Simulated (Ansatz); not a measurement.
`[Cl][GeH2][GeH2][Cl]` + CH₃NH₂ → `C[NH][GeH2][Cl]` + `[Cl][GeH3]`  (cleavage of the Ge–Ge bond)

Program: Ansatz. Geometries: PBE0-D4/def2-TZVP. ΔE: electronic, gas phase. CBS: MP2 limit from def2 TZ/QZ plus the TZ coupled-cluster correction, frozen cores. Functionals use def2-TZVPP. For Ge outer-core shells are correlated without core-valence functions, which leaves a few kJ/mol of doubt a bond. Scalar relativity is left out up to krypton. One conformer a species, not always the lowest.

| level | ΔE (eV) |
| --- | --- |
| PBE-QIDH | 0.07 |
| PBE0 | 0.15 |

Question: What does CCSD(T)/CBS give? (Estimate.)

Answer: Computed: +0.06 eV. The listed levels differ from it by 0.01, 0.09 eV.

Largest T1 diagnostic among the species: 0.010.

In def2-TZVPP, CCSD(T) changes the Hartree–Fock value by +0.06 eV (the triples alone add −0.00 eV) and MP2 by +0.03 eV. Leaving LDA and LC-ωPBE aside and taking each functional with its dispersion term where it has one, the values, not all of them listed here, spread over 0.14 eV, from B97M-V to PBE-D4. LDA lies −0.08 eV from PBE without D4.
